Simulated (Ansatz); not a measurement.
Isolated molecules relaxed with PBE0-D4/def2-TZVP in Ansatz; ΔE leaves out vibrations. CCSD(T)/CBS adds triple-zeta CCSD(T) − MP2 to the extrapolated MP2 energy (def2 sets, frozen cores). For Ge outer-core shells are correlated without core-valence functions, which leaves a few kJ/mol of doubt a bond. Scalar relativity is left out up to krypton. Each species was taken in one conformer, which may not be the lowest.

Reaction (redistribution): `C[O][AlH][GeH3]` + `N[SiH2]S` → `C[O][AlH][SiH2]S` + `[NH2][GeH3]`

```
           species  CCSD(T)/CBS(def2) energy (Eh)
 `C[O][AlH][GeH3]`                    -2435.59340
        `N[SiH2]S`                     -744.61970
`C[O][AlH][SiH2]S`                    -1046.36335
     `[NH2][GeH3]`                    -2133.81884
```

Work out ΔE.

ΔE = (-1046.36335) + (-2133.81884) − (-2435.59340) − (-744.61970) = 0.03091 Eh = +81.2 kJ/mol.

Largest T1 diagnostic among the species: 0.013.

In def2-TZVPP, CCSD(T) changes the Hartree–Fock value by −7.0 kJ/mol (the triples alone add −2.1 kJ/mol) and MP2 by −4.1 kJ/mol.
